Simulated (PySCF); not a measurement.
Gas-phase reaction: SiSe + (H₂SiO)₃ → H₂Se + 3 SiO + SiH₄

Energies from PySCF (xtb for GFN2), thermal terms from the rigid-rotor harmonic-oscillator model, ideal gas at 1 bar. † marks an energy on the PBE0/def2-TZVP geometry and frequencies; other levels use their own. MP2 freezes the core. 6-31G* has spherical d functions here. All species are closed-shell singlets. B3LYP is the form with VWN-RPA correlation. Se: all electrons, no relativistic terms. (H₂SiO)₃: computed as isolated molecules; such fragments, hydroxides, amides, oligomers or adducts are transient or little studied in the gas. MP2 isn't extrapolated to the basis-set limit; its ΔH°(298 K) is 752.0 kJ in def2-SVP and 812.3 kJ in def2-TZVPP. The harmonic model lacks anharmonicity and excited electronic states, which grow with temperature; levels with a mode under 35 cm⁻¹ are left out. Soft modes under 120 cm⁻¹ make the harmonic entropy rough for (H₂SiO)₃.

| level | ΔE electronic, kJ | ΔH°(298 K), kJ | ΔS°(298 K), J/K | ΔG°(800 K), kJ |
|---|---|---|---|---|
| B3LYP/6-31G* | 760 | 731 | 466 | 361 |
| BLYP/def2-TZVP† | 688 | 660 | 471 | 286 |
| GFN2-xTB | 848 | 823 | 466 | 455 |
| HF/6-31G* | 888 | 857 | 478 | 477 |
| M06-2X/def2-TZVP† | 904 | 876 | 471 | 502 |
| MP2/def2-SVP† | 780 | 752 | 471 | 378 |
| PBE/def2-SVP | 763 | 736 | 462 | 370 |
| PBE0/def2-TZVP | 862 | 834 | 471 | 460 |
| LDA/def2-TZVP† | 903 | 875 | 471 | 501 |
| ωB97M-V/def2-TZVP† | 830 | 801 | 471 | 427 |
ΔH° is lowest at BLYP/def2-TZVP† and highest at M06-2X/def2-TZVP†. No reference value is set beside these.
